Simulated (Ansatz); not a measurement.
1-ethyl-3-methylimidazolium hexafluoroantimonate (C₆H₁₁F₆N₂Sb). The state is a triplet with charge 0. Geometry PBE-D4/def2-SVP, that of the neutral singlet; atoms count from 1.

```xyz
26

C    -2.300    2.440    0.418
C    -1.831    1.077    0.916
N    -1.349    0.212   -0.172
C    -2.102   -0.665   -0.935
C    -1.236   -1.281   -1.808
N     0.022   -0.756   -1.567
C     1.283   -1.222   -2.140
C    -0.069    0.144   -0.574
H    -2.651    3.047    1.276
H    -3.137    2.353   -0.304
H    -1.473    2.994   -0.070
H    -0.989    1.157    1.633
H    -2.648    0.524    1.422
H    -3.179   -0.787   -0.789
H    -1.409   -2.053   -2.563
H     1.465   -2.262   -1.807
H     2.096   -0.591   -1.738
H     1.239   -1.164   -3.245
H     0.784    0.680   -0.135
F     3.684    0.718    2.657
Sb    2.543   -0.575    1.792
F     4.031   -1.701    1.296
F     2.728    0.417    0.074
F     2.200   -1.526    3.435
F     1.321   -1.776    0.823
F     0.979    0.595    2.103
```

In the def2 sets Sb takes a core potential; there is no spin–orbit coupling. At PBE0-D4/def2-SVP a singlet of charge 0 lies 4.77 eV below the triplet at the same geometry.

Estimate the Mulliken populations from the PBE0/def2-SVP orbitals of Ansatz.


| atom | charge (e) | spin (α − β) |
| --- | --- | --- |
| C1 | -0.10 | 0.00 |
| C2 | 0.03 | 0.00 |
| N3 | -0.31 | -0.05 |
| C4 | 0.07 | 0.94 |
| C5 | 0.07 | 0.95 |
| N6 | -0.30 | -0.03 |
| C7 | 0.04 | -0.01 |
| C8 | 0.32 | 0.30 |
| H9 | 0.08 | 0.00 |
| H10 | 0.06 | 0.00 |
| H11 | 0.06 | 0.00 |
| H12 | 0.12 | 0.00 |
| H13 | 0.07 | 0.01 |
| H14 | 0.08 | -0.05 |
| H15 | 0.08 | -0.05 |
| H16 | 0.10 | 0.01 |
| H17 | 0.11 | 0.00 |
| H18 | 0.07 | 0.01 |
| H19 | 0.14 | -0.02 |
| F20 | -0.39 | 0.00 |
| Sb21 | 1.67 | 0.00 |
| F22 | -0.39 | 0.00 |
| F23 | -0.42 | 0.00 |
| F24 | -0.39 | 0.00 |
| F25 | -0.43 | 0.01 |
| F26 | -0.43 | 0.00 |
Mulliken values depend strongly on the basis.

Where does the spin sit?

Summed by element: C 2.17, N -0.08, H -0.09, F 0.01, Sb 0.00, of 2 unpaired in all. Largest on single atoms: C5 0.95, C4 0.94, C8 0.30.

And the Mayer bond orders between heavy atoms (over 0.3)?

C1–C2 1.09 (1.53 Å); C2–N3 0.89 (1.47 Å); N3–C4 1.07 (1.39 Å); N3–C8 1.28 (1.34 Å); C4–C5 0.86 (1.38 Å); C5–N6 1.07 (1.38 Å); N6–C7 0.91 (1.46 Å); N6–C8 1.29 (1.34 Å); F20–Sb21 0.88 (1.93 Å); Sb21–F22 0.87 (1.93 Å); Sb21–F23 0.68 (1.99 Å); Sb21–F24 0.88 (1.93 Å); Sb21–F25 0.74 (1.97 Å); Sb21–F26 0.71 (1.98 Å).
